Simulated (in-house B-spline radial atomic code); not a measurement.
Values are calculated unless marked as measured or tabulated.
## Building a PAW p channel for Sn, r_c = 3.06 bohr

Sn, [Kr] 4d10 5s2 5p2, non-relativistic PBE, spherical and spin-unpolarised, from an all-electron radial atomic-structure program (B-spline basis) (atomic units; all potentials screened as in the neutral atom).

Two all-electron partial waves φ1, φ2 are integrated outwards at E1 = ε(5p) = -0.138529 and E2 = E1 + 1 hartree; φ1 is the bound orbital and φ2 has unit norm inside r_c = 3.0646 bohr. Smooth partners are polynomials, r^2(a0 + a1 r² + a2 r⁴ + a3 r⁶), matched to φ and three derivatives at r_c, with no condition on the norm. The local potential is -2.34497 + (0.53835) r² + (-0.0532524) r⁴ + (0.00196319) r⁶ inside 2.6246 bohr and the all-electron one outside.

```json
{"wave": "1", "φ(r_c)": "0.5763513", "φ'(r_c)": "-0.1023618", "a0": "0.2449057", "a1": "-0.0351396", "a2": "0.002125719", "a3": "-4.951095e-05"}
{"wave": "2", "φ(r_c)": "0.6318749", "φ'(r_c)": "1.382401", "a0": "-0.8103149", "a1": "0.2048784", "a2": "-0.01557499", "a3": "0.0003950073"}
```

Inside r_c the overlaps are <φi φj> = [[0.50765, -0.43071], [-0.43071, 1.00000]] and, for the smooth waves, [[0.53856, -0.48731], [-0.48731, 1.12865]]. With χj = (Ej − T − V_local) applied to smooth wave j, the program's quadrature gives the matrix B_ij = <smooth i, χj> as [[0.10176, -0.29021], [-0.23361, 0.78271]].

(1) Check the match of the first wave, and find the augmentation charges q_ij.

(2) B isn't symmetric. Show that D_ij = B_ij + Ej q_ij is.

Solving (T + V_local + Σ p D p) ψ = E (1 + Σ p q p) ψ in a sphere of 9 bohr, whose wall lifts the free-atom level a little, gives these levels:

```tsv
all-electron	one projector	two projectors
-0.137463	-0.137463	-0.137463
0.123619	0.122944	0.123589
0.479956	0.472967	0.479880
0.993081	0.956395	0.993040
1.655240	1.527180	1.650660
```

(3) What does the second projector gain?

Results:

(1) At r_c the four terms are 2.30010, -3.09950, 1.76096, -0.38520, which sum to 0.5763, φ1(r_c) to rounding. q_ij is the all-electron overlap less the smooth one: [[-0.03090, 0.05660], [0.05660, -0.12865]]. The smooth first wave has a norm of 0.5386 inside r_c against 0.5077, so q11 is negative and must stay small enough for the overlap operator to be positive.

(2) Integrating by parts gives B12 − B21 = (E1 − E2) q12: -0.29021 − (-0.23361) = -0.05660, and −1 × (0.05660) = -0.05660. So D12 = -0.29021 + (0.861471)(0.05660) = -0.24145 and D21 = -0.23361 + (-0.138529)(0.05660) = -0.24145; D11 = 0.10604, D22 = 0.67188. The projectors, p = (B⁻¹)ᵀ χ, are dual to the smooth waves; det B = 0.012.

(3) With one projector the errors are 0.00, -0.68, -6.99, -36.69, -128.06 millihartree. With two the errors are 0.00, -0.03, -0.08, -0.04, -4.58 millihartree. The scattering is exact at E1 and at E2 = 0.861, and over all levels compared the largest error is 4.6 millihartree. The lowest eigenvalue of the overlap operator is 0.8218 with one and 0.8463 with two projectors. The smooth orbital alone needs a cutoff of 2 hartree for 1 millihartree of kinetic energy, against 3.7 for a norm-conserving Troullier-Martins orbital of the same radius; part of the gain comes from giving up the norm, part from the simpler form.
